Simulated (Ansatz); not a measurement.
Geometry optimisation, RKS PBE0/6-31G* (Ansatz).

Input file:

```yaml
crystal:
  periodic: [false, false, false]
  atoms:
    - { symbol: B, position_ang: [0.0, 0.0, 0.0] }
    - { symbol: H, position_ang: [0.0, 0.0, 1.54] }
    - { symbol: "N", position_ang: [1.3423, 0.0, -0.775] }
    - { symbol: H, position_ang: [1.8089, -0.9179, -1.0268] }
    - { symbol: H, position_ang: [1.7937, 0.9179, -1.0532] }
    - { symbol: "N", position_ang: [-1.3423, 0.0, -0.775] }
    - { symbol: H, position_ang: [-2.0112, -0.8164, -0.6764] }
    - { symbol: H, position_ang: [-1.5914, 0.8164, -1.4036] }
    - { symbol: P, position_ang: [-0.2764, 2.079, 0.6969] }
    - { symbol: H, position_ang: [-1.5961, 2.5082, 0.396] }
    - { symbol: H, position_ang: [-0.0678, 2.1402, 2.1001] }
    - { symbol: H, position_ang: [-0.1152, 0.8664, 1.6712] }
basis:
  gaussian: { orbitals: "6-31G*" }
hamiltonian:
  xc: pbe0
relax:
  f_tol: 0.15
  max_steps: 25
  restrain:
    - { distance: [0, 8], at: 3.11, k: 30.0 }
    - { distance: [11, 1], at: 1.86, k: 30.0 }
    - { distance: [0, 1], at: 1.19, k: 30.0 }
    - { distance: [11, 8], at: 1.42, k: 30.0 }
```

Run as:

```bash
$ ansatz run input.yaml --threads 1 --pin off --max-ram 2048MiB --backend cpu --events-out ev --progress --plain --runs-dir out
```

Problem. Where does it end, and by what steps?

Solution. The forces met the threshold. The restraints hold the end off the free minimum. After 12 steps the energy has fallen by 5.960 eV (the restraints' own energy left out); H5 moved furthest, 1.23 Å. Joined: B1–H2 (1.54 → 1.20 Å).

```tsv
step	energy less start (eV)	largest force component (eV/Å)	accepted
0	0.0000	3.564	yes
1	-0.7285	2.248	yes
2	-1.2378	3.043	yes
3	-2.1418	3.251	yes
4	-3.5976	1.907	yes
5	-4.5427	1.190	yes
6	-5.1609	0.997	yes
7	-5.4791	0.862	yes
8	-5.6738	1.119	yes
9	-5.8311	0.572	yes
10	-5.9139	0.465	yes
11	-5.9487	0.427	yes
12	-5.9600	0.386	yes
```

```xyz
12
Properties=species:S:1:pos:R:3
B 0.033 -0.270 -0.281
H 0.003 -0.574 0.876
N 1.286 -0.191 -0.921
H 2.145 -0.401 -0.440
H 1.419 0.088 -1.883
N -1.193 -0.020 -0.939
H -2.083 -0.149 -0.485
H -1.272 0.205 -1.920
P -0.262 2.434 1.257
H -1.677 2.375 1.150
H -0.307 3.003 2.567
H -0.146 1.093 1.713
```

Run time: 56 s on 1 thread of Arm Neoverse V1 (shared host), peak memory 0.16 GiB.
